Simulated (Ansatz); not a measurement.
Ansatz results at the PBE0-D4/def2-TZVP geometry: size of the dipole moment (B3LYP/def2-TZVPP) 1.91 D; HOMO–LUMO gap (PBE/def2-TZVPP) 3.31 eV; LUMO energy (ωB97M-V/def2-TZVPP) 1.30 eV.

Problem. Which molecule gave them?
A. `C1NC[Se]1`
B. `CNC(C)=N`
C. `CCB(C)[SiH3]`
D. `C=NC[SeH]`

Solution. A. The others give `CCB(C)[SiH3]`: 1.41, 4.01, 0.59; `CNC(C)=N`: 2.88, 5.27, 2.25; `C=NC[SeH]`: 2.25, 3.61, 1.27.

B3LYP here is the variant with VWN-RPA as its local correlation; programs differ in this.
